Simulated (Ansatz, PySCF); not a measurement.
Gas-phase reaction (SMILES): Cl[Si](Br)(Br)Br [tribromo(chloro)silane] + Cl (HCl) → Cl[Si](Cl)(Br)Br + Br (HBr); hydrogen chloride cleaves one Si-Br bond, a model of a ligand-exchange step.

Geometries: B3LYP-D3(BJ)/def2-TZVP minima from Ansatz (a program for electronic structure). Correlated levels leave the core frozen unless marked. Spin-orbit coupling is left out. The frozen core is the preceding noble-gas configuration, with the filled d and f shells of earlier blocks. No relativistic terms. CBS marks a two-point X^-3 extrapolation of the correlation energy; Hartree-Fock from the larger set. Thermal terms are rigid-rotor harmonic-oscillator values from B3LYP-D3(BJ) frequencies (Ansatz or PySCF) at 298.15 K and 1 atm. 1 Eh = 627.5095 kcal/mol.

```tsv
species	E, CCSD(T)/CBS(def2-TZVPPD,def2-QZVPPD) (Ansatz) (Eh)	E, wB97M-V/def2-TZVPD (Ansatz) (Eh)	H - E (Eh)
Cl[Si](Br)(Br)Br	-8467.09603	-8471.92595	0.01391
Cl (HCl)	-460.37886	-460.79070	0.01000
Cl[Si](Cl)(Br)Br	-6354.19419	-6358.10989	0.01416
Br (HBr)	-2573.28305	-2574.60901	0.00927
```

Question: Work out ΔE and ΔH at 298.15 K at the first level, then ΔH at the second.

Answer: 
1. ΔE = [(-6354.19419) + (-2573.28305)] - [(-8467.09603) + (-460.37886)] = -0.00235 Eh = -1.5 kcal/mol at CCSD(T)/CBS(def2-TZVPPD,def2-QZVPPD).
2. The terms H - E add up to -0.00048 Eh, so ΔH = (-0.00235 + (-0.00048))×627.5095 = -1.8 kcal/mol.
3. At wB97M-V/def2-TZVPD the same steps give ΔE = -1.4 and ΔH = -1.7 kcal/mol, a shift of +0.1 from the first level.
4. These values are not checked against measurement here, since the tables used lack a sound gas-phase enthalpy of formation for at least one species.
